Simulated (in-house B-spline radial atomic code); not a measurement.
Radial electron density of Ga, [Ar] 3d10 4s2 4p1. Computed with an all-electron radial atomic-structure program (B-spline basis): scalar-relativistic (X2C) RPBE, spin-polarised, spherical fractional occupations, Fermi nucleus of rms radius 3.9973 fm.

One-electron X2C: radii and densities carry no picture-change correction, so inner-shell <1/r> comes out high (for 1s by about 2 % at Z = 33, 5 % at 54, 10 % at 75, 30 % at 118) and <r> low.

Columns: r (bohr), 4πr²n(r) (electrons per bohr), bar.

```
 0.00183    1.092 #
 0.00226    1.572 ##
 0.00279    2.248 ##
 0.00343    3.171 ###
 0.00423    4.458 ####
 0.00522    6.209 ######
 0.00643     8.51 #########
 0.00792    11.48 ############
 0.00976    15.18 ###############
   0.012    19.54 ####################
  0.0148    24.47 #########################
  0.0183    29.58 ##############################
  0.0225       34 ##################################
  0.0278    37.12 #####################################
  0.0342    38.05 ######################################
  0.0422    36.61 #####################################
   0.052    33.59 ##################################
   0.064    30.87 ###############################
  0.0789     30.7 ###############################
  0.0972    34.26 ##################################
    0.12    40.07 ########################################
   0.148    43.82 ############################################
   0.182     41.6 ##########################################
   0.224    33.51 ##################################
   0.276    24.61 #########################
   0.341    20.98 #####################
    0.42    23.44 ########################
   0.518    26.55 ###########################
   0.638    24.97 #########################
   0.786    18.69 ###################
   0.969    11.41 ###########
    1.19    6.227 ######
    1.47    3.428 ###
    1.81    2.213 ##
    2.23    1.568 ##
    2.75    1.053 #
    3.39   0.6138 #
    4.18   0.3007 
    5.16    0.124 
    6.35  0.04506 
    7.83   0.0136 
    9.65 0.002933 
    11.9 0.0004026
```

On this grid the curve has 3 maxima, near 0.0342, 0.148, 0.518 bohr.

The 4p up radial function P(r) = rR(r), positive near the nucleus:

```
r (bohr)         P
 0.00343  0.000809
 0.00522  0.001739
 0.00792  0.003696
   0.012  0.007722
  0.0183   0.01588
  0.0278   0.03098
  0.0422    0.0561
   0.064   0.09027
  0.0972    0.1196
   0.148    0.1075
   0.224   0.01472
   0.341   -0.1362
   0.518   -0.2043
   0.786  -0.06296
    1.19    0.2251
    1.81    0.4852
    2.75    0.5628
    4.18     0.415
    6.35    0.1979
    9.65   0.05382
```
